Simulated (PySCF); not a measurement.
## Basis set benchmark on one molecule

Molecule: `CC(C)(C)C(=O)O`, C5H10O2.

Geometry:
```tsv
atom	x (Å)	y (Å)	z (Å)
C1	-0.504	1.305	-0.735
C2	-0.407	-0.068	-0.078
C3	-0.933	-1.155	-1.025
C4	-1.200	-0.094	1.235
C5	1.055	-0.363	0.228
O6	1.986	0.355	-0.028
O7	1.220	-1.548	0.836
H8	-0.107	2.089	-0.074
H9	0.072	1.339	-1.670
H10	-1.555	1.538	-0.962
H11	-0.375	-1.161	-1.974
H12	-1.992	-0.964	-1.257
H13	-0.853	-2.153	-0.570
H14	-1.133	-1.077	1.722
H15	-2.261	0.121	1.031
H16	-0.831	0.667	1.939
H17	2.173	-1.645	0.983
```

Geometry PBE0-D3(BJ)/def2-SVP throughout; GIAO in PySCF, gas phase, one conformer, non-relativistic; equivalent atoms averaged; functional PBE0.

Reference values (measured; solution, not stated per compound (mostly CDCl3 or CCl4); Pretsch, Buehlmann, Badertscher, Structure Determination of Organic Compounds, 4th ed. (2009)): δ(C2) = 38.7 ppm, δ(C1/C3/C4) = 27.1 ppm, δ(H8/H9/H10/H11/H12/H13/H14/H15/H16) = 1.23 ppm. Computed shifts are taken against TMS, calculated as an isolated molecule at each level.

Q: How do the basis sets STO-3G, pcSseg-0, 6-31G, 6-31G*, cc-pVDZ, def2-SVP, pcSseg-1, 6-311+G(2d,p), aug-cc-pVDZ, def2-TZVP perform against the reference? Times are CPU seconds on shared hosts with different chips, so compare them loosely.

A: 
```
    basis set  functions    C2  C1/C3/C4  H8/H9/H10/H11/H12/H13/H14/H15/H16  mean abs. error C  abs. error H  core-s
       STO-3G         45  36.5      25.9                               1.12                1.7          0.11     4.3
     pcSseg-0         83  39.3      31.2                               1.51                2.3          0.28     8.5
        6-31G         83  38.9      28.5                               1.42                0.8          0.19     9.1
       6-31G*        118  35.9      27.1                               1.24                1.4          0.01      14
      cc-pVDZ        148  40.6      28.6                               1.13                1.7          0.10      19
     def2-SVP        148  35.9      27.8                               1.08                1.8          0.15      19
     pcSseg-1        169  38.2      28.8                               1.21                1.1          0.02      17
6-311+G(2d,p)        249  39.9      27.6                               1.16                0.8          0.07      41
  aug-cc-pVDZ        251  40.8      27.1                               1.24                1.0          0.01      44
    def2-TZVP        277  40.0      28.4                               1.16                1.3          0.07      48
```

For $^{13}$C the closest is 6-31G (0.8 ppm, with 6-311+G(2d,p), aug-cc-pVDZ practically level) and the furthest pcSseg-0 (2.3 ppm).

For $^{1}$H the closest is 6-31G* (0.01 ppm, with aug-cc-pVDZ, pcSseg-1 practically level) and the furthest pcSseg-0 (0.28 ppm). Where a smaller basis beats a larger one, errors probably cancel. One molecule is a small sample, and vibrational and solvent effects are absent from the calculation.

A small basis that lands close on one nucleus may do so by chance; judge by the trend and by all nuclei.
